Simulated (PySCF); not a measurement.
Species: C6H10Si.
SMILES: `CC#CC1C[SiH2]C1`

The closed-shell ground state was solved at several levels (PySCF, density fitting, gas phase, non-relativistic). One conformer (not necessarily the lowest) at the PBE0-D3(BJ)/def2-SVP geometry, without solvent, vibrations or thermal averaging.

```tsv
level	basis functions	total energy (Eh)	HOMO (eV)	LUMO (eV)	gap (eV)	dipole (D)
PBE0/def2-SVPD	224	-523.4109	-7.06	0.20	7.26	0.58
PBE0/pcSseg-1	176	-523.6164	-7.05	0.32	7.37	0.57
```

What might mPW1PW91/pcSseg-1 (176 basis functions) give for the same quantities?

Total energy -523.9850 Eh, HOMO -7.07 eV, LUMO 0.34 eV, gap 7.41 eV, dipole 0.54 D.

Over all these levels, which gives the widest orbital gap and which the narrowest?

mPW1PW91/pcSseg-1 (global hybrid, 25 % exact exchange) has the widest, 7.41 eV, and PBE0/def2-SVPD (global hybrid, 25 % exact exchange) the narrowest, 7.26 eV. Functional and basis both differ between the two, so the spread mixes both effects.

How far do the dipole and the HOMO energy spread over the levels?

The dipole runs from 0.54 to 0.58 D (mean 0.56 D) and the HOMO from -7.07 to -7.05 eV.
